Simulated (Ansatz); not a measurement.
```yaml
crystal:
  periodic: [false, false, false]
  atoms:
    - {symbol: Ga, position_ang: [-0.830018, -0.514907, 1.403134]}
    - {symbol: H, position_ang: [-1.293076, -2.014028, 1.264015]}
    - {symbol: H, position_ang: [-0.992328, 0.645164, 2.431468]}
    - {symbol: Cl, position_ang: [1.478396, -0.551990, 0.721249]}
    - {symbol: Ga, position_ang: [0.846402, 0.508291, -1.419331]}
    - {symbol: H, position_ang: [0.956091, -0.600713, -2.481603]}
    - {symbol: H, position_ang: [1.313922, 2.023623, -1.284066]}
    - {symbol: Cl, position_ang: [-1.498869, 0.486452, -0.613006]}
basis:
  gaussian: {orbitals: aug-cc-pVDZ}
hamiltonian: {xc: {name: RPBE}}
```

```sh
$ ansatz run in.yaml --threads 4 --pin off --events-out ev --progress --plain --max-ram 3916MiB
```

Shortened log:

```
Functional definition: RPBE
1794 factors; their error is unknown
mean field evaluation 1: about -129858.7942 eV, gradient 2.8e1 eV
mean field evaluation 2: about -129859.6392 eV, gradient 2.4e1 eV
mean field evaluation 4: about -129861.0820 eV, gradient 1.2e0 eV
mean field evaluation 8: about -129861.0632 eV, gradient 8.5e-2 eV
mean field evaluation 16: about -129861.0632 eV, gradient 1.4e-5 eV
mean field -129861.06321637 eV, -4772.3060502115 hartree, gradient 1.4e-5 eV, S^2 0.000000; 0 other end points of the search recorded, 0 dependent functions left out
reference -129861.06329368 eV, -4772.3060530526 hartree; 50, 50 occupied and 112, 112 virtual orbitals, 1794 factors
Total energy: -129861.06329368 eV, -4772.3060530526 hartree
```

Run time 4.1 s (4 threads of Arm Neoverse N1 on a shared host).
